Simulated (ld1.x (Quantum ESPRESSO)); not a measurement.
## P (Z = 15): variants of one RRKJ potential

Base potential:

| Item | Value |
| --- | --- |
| Element | phosphorus (P) |
| Generator | ld1.x (Quantum ESPRESSO) 7.5 |
| Type | norm-conserving RRKJ (Kleinman–Bylander form) |
| Functional | revPBE |
| Relativity | scalar-relativistic |
| Frozen core | [Ne] |
| Valence charge | 5 |
| Reference configuration | 3s1.5 3p3.5 |
| Partial waves | 3p (bound): rc 1.65 bohr; 3s (bound): rc 1.75 bohr |
| Local potential | the s channel |
| Core correction | a·sin(br)/r model core, default radius (core density twice the valence density) |
| rho0 | 0.005 |

All-electron outer shells of the reference configuration (revPBE, scalar-relativistic, ld1.x):

```json
{"shell": "2s", "level (eV)": "-174.89", "outermost node (bohr)": "0.14", "outermost maximum (bohr)": "0.42"}
{"shell": "2p", "level (eV)": "-125.23", "outermost node (bohr)": "–", "outermost maximum (bohr)": "0.36"}
{"shell": "3s", "level (eV)": "-14.30", "outermost node (bohr)": "0.65", "outermost maximum (bohr)": "1.58"}
{"shell": "3p", "level (eV)": "-5.77", "outermost node (bohr)": "0.64", "outermost maximum (bohr)": "1.83"}
```

Cutoffs, loose and tight: the cutoffs (Ry, on a coarse ladder) from which the occupation-weighted sum of valence levels, in a spherical-Bessel basis at the reference potential, stays within 10 and 1 mRy of its value at 400 Ry. They do not see the model core or the augmentation charge, which bear on the density cutoff. Test errors are all-electron minus pseudo excitation energies from the reference, over the configurations 3s2 3p3; 3s2 3p2; 3s2 3p1; 3s0 3p5; 3s1 3p4; 3s2 3p0; 3s1 3p0. A dash means not determined; rows that change the core or the reference have their own tests.

```csv
change,outcome,"cutoff, loose","cutoff, tight",bound ghosts,largest test error (meV)
base,generated,30 Ry,45 Ry,none,+223
"all radii but the core radius scaled by about 0.82 (s 1.44, p 1.34 bohr)",generated,50 Ry,70 Ry,none,+133
"all radii but the core radius scaled by about 0.88 (s 1.54, p 1.44 bohr)",generated,18 Ry,50 Ry,none,+159
"all radii but the core radius scaled by about 1.10 (s 1.92, p 1.82 bohr)",generated,30 Ry,40 Ry,none,+275
"all radii but the core radius scaled by about 1.19 (s 2.08, p 1.96 bohr)",generated,25 Ry,35 Ry,none,+328
"all radii but the core radius scaled by about 1.25 (s 2.18, p 2.06 bohr)",generated,25 Ry,35 Ry,none,+342
```

(1) What comes out with this change to the base: all radii but the core radius scaled by about 0.75 (s 1.30, p 1.24 bohr)?

(2) What comes out with this change to the base: all radii but the core radius scaled by about 1.37 (s 2.40, p 2.26 bohr)?

(3) What comes out with this change to the base: all radii but the core radius scaled by about 1.32 (s 2.32, p 2.18 bohr)?

Results:

(1) outcome: generated; cutoff, loose: 70 Ry; cutoff, tight: 90 Ry; bound ghosts: none; largest test error (meV): +124.

(2) outcome: generated; cutoff, loose: 15 Ry; cutoff, tight: 30 Ry; bound ghosts: none; largest test error (meV): +393.

(3) outcome: generated; cutoff, loose: 21 Ry; cutoff, tight: 30 Ry; bound ghosts: none; largest test error (meV): +386.

Reading the sweep of the scale of all radii but the core radius (base = 1) (base included, trends over the rows without a ghost): The loose cutoff falls from 70 Ry at 0.75 to 15 Ry at 1.37, with one reversal. A larger radius leaves more room for a smooth pseudo-wave, so fewer plane waves are needed; a smaller one forces it to follow the all-electron wave where it bends sharply. The median size of the test errors (rows with all tests solved) is not monotonic: lowest 1.3 meV at 0.88, highest 71.3 meV at 1.37.
